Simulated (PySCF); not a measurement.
PySCF 2.14 output of an unrestricted B3LYP calculation on a single atom or ion in dyall-av2z (13s9p2d, 50 functions), with the non-relativistic Hamiltonian (point nucleus):

```
SCF conv_tol = 1e-09
number electrons alpha = 8  beta = 6
    P. J. Stephens, F. J. Devlin, C. F. Chabalowski, and M. J. Frisch.,  J. Phys. Chem. 98, 11623 (1994)
cycle= 1 E= -340.47464479024  delta_E= -0.00828  |g|= 0.0105  |ddm|= 0.119
cycle= 2 E= -340.474686616706  delta_E= -4.18e-05  |g|= 0.00133  |ddm|= 0.0229
cycle= 3 E= -340.474687727949  delta_E= -1.11e-06  |g|= 0.000549  |ddm|= 0.00306
cycle= 4 E= -340.474687783323  delta_E= -5.54e-08  |g|= 8.68e-05  |ddm|= 0.000547
cycle= 5 E= -340.474687785048  delta_E= -1.73e-09  |g|= 7.3e-06  |ddm|= 9.4e-05
cycle= 6 E= -340.474687785086  delta_E= -3.85e-11  |g|= 3e-07  |ddm|= 1.18e-05
converged SCF energy = -340.474687785086  <S^2> = 2.0015342  2S+1 = 3.0010226
```

The run itself started from symmetry-adapted Hartree-Fock orbitals and held the occupation by maximum overlap, on a logarithmic radial grid, so the iterations belong to that start.

Question: Which element, charge and spin multiplicity is this?

Answer: P+ (phosphorus, charge +1), multiplicity 3; the state was [Ne] 3s2 3p1 3d1, one real determinant (an excited configuration).

⟨L²⟩ = 8.00 against 12 for a pure F term, so this real determinant mixes terms. The outer electron is Rydberg-like, and this basis confines it to a smaller radius and binds it less than a complete one would.
